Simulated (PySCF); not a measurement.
C6H6NO (charge -1).
Numbering: `[CH3:1][C:2](=[O:3])[c:4]1[cH:5][cH:6][cH:7][n-:8]1` (hydrogens: H9, H10, H11 on C1; H12 on C5; H13 on C6; H14 on C7)

The geometry is computed with GFN2-xTB (gas phase).

Problem. List the bond lengths, angles and torsions at this level.

Solution. 
```
                 bond  length (Å)     order
                C1–C2       1.530    single
                C2=O3       1.239    double
                C2–C4       1.418    single
                C4–C5       1.414  aromatic
                C5–C6       1.380  aromatic
                C6–C7       1.405  aromatic
                C7–N8       1.323  aromatic
                C4–N8       1.374  aromatic
C1–H9, C1–H10, C1–H11       1.088    single
               C5–H12       1.077    single
               C6–H13       1.081    single
               C7–H14       1.084    single
```

Bonds in one row agree within 0.01 Å and their mean is given. Orders are formal, as drawn. A selection of angles:
```
     angle  degrees
  C2–C1–H9    109.1
 H9–C1–H10    109.5
 H9–C1–H11    107.9
H10–C1–H11    110.6
  C1–C2–O3    119.6
  C1–C2–C4    115.0
  O3–C2–C4    125.4
  C2–C4–C5    127.9
  C2–C4–N8    122.0
  C5–C4–N8    110.1
  C4–C5–C6    106.2
 C4–C5–H12    125.7
 C6–C5–H12    128.1
  C5–C6–C7    105.5
 C5–C6–H13    127.9
 C7–C6–H13    126.6
  C6–C7–N8    112.7
 C6–C7–H14    126.8
 N8–C7–H14    120.5
  C4–N8–C7    105.6
```

Torsions: C1–C2–C4–C5 179° (antiperiplanar). The mirror-image conformer, all signs reversed, is as good.

The 5-membered ring C4–C5–C6–C7–N8 has internal angles of 105.5° to 112.7° (sum 540°, against 540° for a flat polygon); it is planar, 0.00 Å rms from its mean plane, widest ring torsion 0°. C4 (substituted aromatic carbon) is planar (angles 127.9°, 122.0° and 110.1°, sum 360.0°, 0.00 Å off the plane of its three neighbours). C7 (aromatic CH next to a ring nitrogen) is planar (angles 126.8°, 120.5° and 112.7°, sum 360.0°, 0.00 Å off the plane of its three neighbours). The 2 C–N bonds span 1.323 Å (C7–N8, aromatic) to 1.374 Å (C4–N8, aromatic), a spread of 0.051 Å. Of the pairs four or more bonds apart, N8···H11 is among the closest relative to their van der Waals radii: 2.57 Å, 94 % of the sum of Bondi's values. The 5 C–C bonds span 1.380 Å (C5–C6, aromatic) to 1.530 Å (C1–C2, drawn single), a spread of 0.150 Å. C6 (aromatic CH carbon) is planar (angles 127.9°, 126.6° and 105.5°, sum 360.0°, 0.00 Å off the plane of its three neighbours).

Point group: near Cs, missed by 0.39 Å at most; the miss may be what the optimiser left on a soft mode. Not checked by GFN2-xTB frequencies.
